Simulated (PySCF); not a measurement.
## Radial density of Hf⁵²⁺ (hafnium, charge +52)

UHF, [Ar] 3d2, high-spin 3F determinant. Calculation: PySCF 2.14, in an even-tempered Gaussian basis (17 s from 13 bohr⁻², ratio 2.5; 12 p from 17 bohr⁻², ratio 2.5; 7 d from 17 bohr⁻², ratio 2.5; 4 f from 58 bohr⁻², ratio 2.7; 3 g from 86 bohr⁻², ratio 2.7); the spin-free X2C one-electron Hamiltonian (Gaussian nucleus).

| r (bohr) | 4πr²ρ (e/bohr) | 4πr²(ρα − ρβ) |
| --- | --- | --- |
| 0.0149 | 97.64 | 0.0040 |
| 0.0251 | 85.64 | 0.0701 |
| 0.0422 | 112.1 | 0.6933 |
| 0.0710 | 108.2 | 4.1760 |
| 0.119 | 56.66 | 11.6325 |
| 0.201 | 59.41 | 9.1068 |
| 0.338 | 6.832 | 0.8306 |
| 0.568 | 0.02824 | 0.0042 |

Densities and radii are taken from the X2C orbitals without a picture-change correction, which distorts them close to the nucleus.

Spin-orbit coupling is strong in this species (close to jj coupling), so the high-spin LS determinant is a model state, not a physical level.
